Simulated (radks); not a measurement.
Excited configurations of Cs IV: one electron is placed in a higher orbital outside [Kr] 4d10 5s2 5p3. The ground configuration is [Kr] 4d10 5s2 5p4. All-electron calculation, scalar-relativistic Kohn-Sham, PBE, spin-polarised, spherical densities, point nucleus; open shells are filled with parallel spins first (spin-orbit coupling, left out, can overturn this in heavy ions). Program: a radial shooting solver on a logarithmic mesh with Libxc functionals. Excitation = E - E(ground); binding = E(ion) - E, where the ion is the core of charge +4; n* = 4/sqrt(2 binding) in atomic units, and the quantum defect is n - n*.

outer orbital  excitation (eV)  binding (eV)  quantum defect  eigenvalue (eV)
5d                      15.999        27.744           2.199          -23.495
6s                      19.416        24.327           3.009          -21.480
6p                      23.690        20.053           2.705          -17.677
6d                      29.291        14.452           2.119          -12.748
6f                      34.761         8.982           1.077           -7.840
7p                      31.747        11.996           2.740          -10.717
7f                      37.390         6.353           1.146           -5.651

The Delta-SCF ionisation energy is 43.743 eV (NIST Atomic Spectra Database: 43 eV, theoretical). Self-interaction in the functional shifts the binding energies and quantum defects, so they are the method's values and not measured ones. Open shells are spherical and high-spin; term and fine-structure splittings are not resolved. Spin-orbit splitting is averaged out at the scalar-relativistic level.
